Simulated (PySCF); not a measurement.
# UHF on Pd²⁺ (palladium, charge +2)

Configuration: [Kr] 4d8, high-spin 3F determinant. Computed with PySCF 2.14 in aug-cc-pVTZ-PP with one added diffuse shell each of s, p, d, f, g type with ECP28MDF (7s7p6d4f3g, 113 functions), with scalar relativity through the core potential.

```json
{"Total energy": "-125.741673 hartree", "One-electron energy": "-211.6568 hartree", "Hartree (Coulomb) energy": "97.3969 hartree", "Exchange energy": "-11.4818 hartree", "⟨S²⟩": "2.0040", "⟨L²⟩": "12.052", "Sum of ⟨r⟩": "19.25 bohr", "Sum of ⟨r²⟩": "27.19 bohr²"}
```

```json
{"shell": "4s α", "electrons": "1", "mean orbital energy (hartree)": "-4.88028", "spread (hartree)": "0", "rms radius, mean of both spins (bohr)": "1.02"}
{"shell": "4s β", "electrons": "1", "mean orbital energy (hartree)": "-4.72950", "spread (hartree)": "0", "rms radius, mean of both spins (bohr)": "1.02"}
{"shell": "4p α", "electrons": "3", "mean orbital energy (hartree)": "-3.44351", "spread (hartree)": "0", "rms radius, mean of both spins (bohr)": "1.12"}
{"shell": "4p β", "electrons": "3", "mean orbital energy (hartree)": "-3.25734", "spread (hartree)": "0", "rms radius, mean of both spins (bohr)": "1.12"}
{"shell": "4d α", "electrons": "5", "mean orbital energy (hartree)": "-1.28976", "spread (hartree)": "0.04734", "rms radius, mean of both spins (bohr)": "1.48"}
{"shell": "4d β", "electrons": "3", "mean orbital energy (hartree)": "-1.22182", "spread (hartree)": "0", "rms radius, mean of both spins (bohr)": "1.48"}
```

Energies and moments cover only the electrons outside the core potential.
